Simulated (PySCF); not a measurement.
## Electronic absorption of tetraethyl orthocarbonate

Tetraethyl orthocarbonate, C₉H₂₀O₄.
SMILES: `CCOC(OCC)(OCC)OCC`

Theory: PySCF 2.14.0, density-fitted response routines, TDDFT B3LYP/def2-SVPD, vertical, gas phase, core orbitals frozen in the response. Isolated species at its PBE0-D3(BJ)/def2-SVP geometry (one conformer only).

```tsv
state	E (eV)	E (hartree)	f	|μ| (D)	main configurations (H = HOMO, L = LUMO)
S1	7.15	0.2627	0.0032	0.34	H→L (87%), H→L+1 (10%)
S2	7.25	0.2665	0.0008	0.17	H-1→L (92%)
S3	7.37	0.2708	0.0002	0.09	H-2→L (82%)
S4	7.45	0.2738	0.0001	0.05	H→L+1 (73%), H→L (10%)
S5	7.56	0.2779	0.013	0.68	H-3→L (33%), H→L+2 (24%), H→L+3 (16%)
S6	7.68	0.2822	0.0027	0.31	H→L+2 (58%), H-3→L (24%)
S7	7.69	0.2828	0.0059	0.45	H→L+3 (72%)
S8	7.72	0.2839	0.0013	0.21	H-1→L+1 (78%), H-3→L (9%)
S9	7.83	0.2879	0.0085	0.54	H-1→L+2 (91%)
S10	7.84	0.2880	0.013	0.66	H-2→L+1 (84%), H-3→L (9%)
```

Triplets (Tamm–Dancoff): T1 7.09 eV, H→L (80%), H→L+1 (15%); T2 7.18 eV, H-1→L (88%); T3 7.28 eV, H-2→L (78%); T4 7.41 eV, H→L+1 (49%), H→L+2 (13%), H→L (12%).

The lowest singlet lies at 7.15 eV (173 nm, vacuum ultraviolet) and is very weak; its leading configuration is HOMO→LUMO (87%). The largest oscillator strength of a single state is 0.013. S9/S10 lie within about 0.01 eV of each other. Löwdin shares by element: HOMO oxygen 65% or more, carbon 9% or more, hydrogen 5% or more (atoms not listed hold the other 22%); LUMO carbon 33% or more (atoms not listed hold the other 67%). The oscillator strengths of these states sum to 0.049; summed over the whole spectrum of an exact calculation they would give the number of electrons, 106 (Thomas–Reiche–Kuhn). The listed states span 0.69 eV. Of the 10 states listed, 2 reach f = 0.01 and 2 stay under 0.0005. Only the lowest 10 singlets were computed, as vertical energies without vibronic structure.

Hardware: an Intel Xeon 6975P-C with 2 threads, shared host. Cost: 1.9 min wall, 4.2 min CPU, 2.6 GiB resident at most.

Without π bonds the low states are Rydberg-like; a valence basis with one diffuse set may place them up to an eV too high.
